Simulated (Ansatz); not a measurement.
**Isomers**

Structures of ZnH$_{2}$SO, closed shell, relaxed at PBE0-D4/def2-TZVP (vibrations not checked; lower isomers may exist, and structures with a doubtful reference or unclear bonds are left out). Ansatz 0.2.0; basis: def2-TZVPP; cores frozen in the correlated methods. The 3s and 3p shells of Cu and Zn are frozen; filled d shells are correlated. B3LYP uses VWN-RPA correlation.

**Question.** Rank them by CCSD(T) energy, lowest first, and give each one's height above the lowest. Links in brackets join atoms within 1.22 times the sum of their covalent radii (1.1 for two metals). (To be estimated.)
A.
ZnH₂SO ([OH][S][ZnH])
```
5
angstrom
O 1.1468 0.2166 0.8603
S -0.1769 1.1804 0.4156
Zn -1.3946 -0.4661 -0.3654
H -2.2096 -1.6536 -0.8907
H 1.8286 0.3817 0.2014
```
B.
a complex of H₂SO ([O][SH2]) + Zn
```
5
angstrom
S -1.1431 -1.0171 -0.3976
O -0.6126 -0.3962 0.8393
Zn 2.0128 0.8326 0.4607
H -2.4551 -0.6237 -0.5516
H -1.6167 -2.2729 -0.0833
```
C.
a complex of ZnSO + H₂
```
5
angstrom
O -2.4458 0.1855 -0.9013
S -1.6971 1.0956 0.0290
Zn 0.5076 0.4288 0.3390
H 3.9183 -0.5501 0.6428
H 3.6302 -1.0513 1.1156
```

**Answer.** Computed: A (0.0 kJ/mol), B (115.7 kJ/mol), C (229.3 kJ/mol). Heights count from the lowest.

**Question.** Do PBE-D4, r2SCAN-D4, PBE0-D4, B3LYP-D4, wB97M-V, HF, MP2 give the same order? (A judgement: the text doesn't fix the answer.)

**Answer.** Computed: All do.

T1 diagnostic: at most 0.024. The restricted Hartree–Fock reference is unstable towards an unrestricted one at one or more of these structures. A large double-excitation amplitude points to some diradical character; no triplet was computed.

For scale, one of the runs: CCSD(T)/def2-TZVPP, 165 basis functions, launched by `ansatz run in.yaml --threads 2 --pin off --events-out ev --progress --plain --max-ram 4352MiB`. Hardware: 2 CPU threads of an Arm Neoverse V1, shared host. Wall time 110 s; peak host memory 1.3 GiB.
